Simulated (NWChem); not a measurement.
Species: SnH$_{2}$OF$_{2}$; SMILES [F][SnH]([OH])[F]

```xyz
6

Sn     0.0009    -0.0142    -0.2486
O      0.0362    -1.8090     0.5232
F     -1.5212     0.9129     0.4819
F      1.4816     0.9758     0.4841
H      0.0037    -0.0150    -1.9397
H      0.0205    -1.7996     1.4887
```
Atoms are numbered in this order, from 1.

Program: NWChem. Coordinates come from a PBE0/def2-SVP optimisation. def2 effective core potentials on Sn; no spin-orbit coupling.

### Question
What does the run give for PBE0/def2-SVP? Quantities: highest occupied level (eV); orbital gap (eV); dipole (D).

### Answer
The highest occupied level (eV) is -9.43 and the orbital gap (eV) comes out as 7.82. The dipole (D) comes out as 1.82.
